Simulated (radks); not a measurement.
The numbers below are computed, except where a source is named.
Species: the nickel ion Ni26+. Configuration: [He] (the NIST ground configuration).

Code: a radial shooting solver on a logarithmic mesh with Libxc functionals. Model: scalar-relativistic Kohn-Sham, LDA (Slater exchange, Perdew-Wang correlation), spin-polarised, spherical densities, finite nucleus; Fermi nuclear charge, rms radius 3.7757 fm.

Energy parts (eV):
| part | energy |
|---|---|
| total | -21020.117 |
| kinetic | 21458.894 |
| electron-nucleus | -43015.694 |
| Hartree | 952.904 |
| exchange-correlation | -416.221 |

Orbitals (lengths in bohr, moments of r in powers of bohr; <r^-3> diverges for s and p1/2; r(max) is where P^2 peaks; r(90%) holds 90 % of the orbital's charge):
orbital  occ.  eigenvalue (eV)  <r^-3>       <r^4>   r(max)  r(90%)
1s          2        -10102.05       -  0.00003793  0.03533  0.0957
2s          0        -2423.751       -    0.005223   0.1902   0.335
2p          0        -2369.021   842.9    0.003279   0.1482   0.299

The highest occupied level is 1s at -10102.1 eV. The density falls to 0.001 e/bohr^3 at r = 0.30 bohr.
